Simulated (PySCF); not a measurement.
Mo(O)(S)(F)(NH2) (FH2MoNOS), SMILES [NH2][Mo](=[O])([F])=[S], multiplicity 1. Coordinates come from a B3LYP-D3(BJ)/def2-SVP optimisation. The multiplicity is an assumed one; no other spin state was optimised. The structure was generated by enumeration; whether it is a known compound was not checked. The def2 effective core potentials stand for the cores of Mo; spin–orbit coupling is left out. The values are those of a single conformer.

Method: B3LYP-D3(BJ)/def2-SVP (PySCF).

Harmonic wavenumbers (cm⁻¹): 185, 201, 207, 237, 270, 382, 531, 567, 666, 695, 732, 1038, 1498, 3528, 3630. Rotational constants (GHz): 3.252, 2.239, 2.057; symmetry number 1.

Work out the zero-point energy and the ideal-gas rigid-rotor harmonic-oscillator thermochemistry at 298.15 K and 1 atm.

ZPE = ½ Σ hcν = ½ × 14365 cm⁻¹ = 20.54 kcal/mol. H − E(el) = 25.26 kcal/mol. Entropy in cal/(mol K): translation 41.45, rotation 27.46, vibration 13.05, total 81.97. G − E(el) = 0.82 kcal/mol. Cp = 23.70 cal/(mol K).
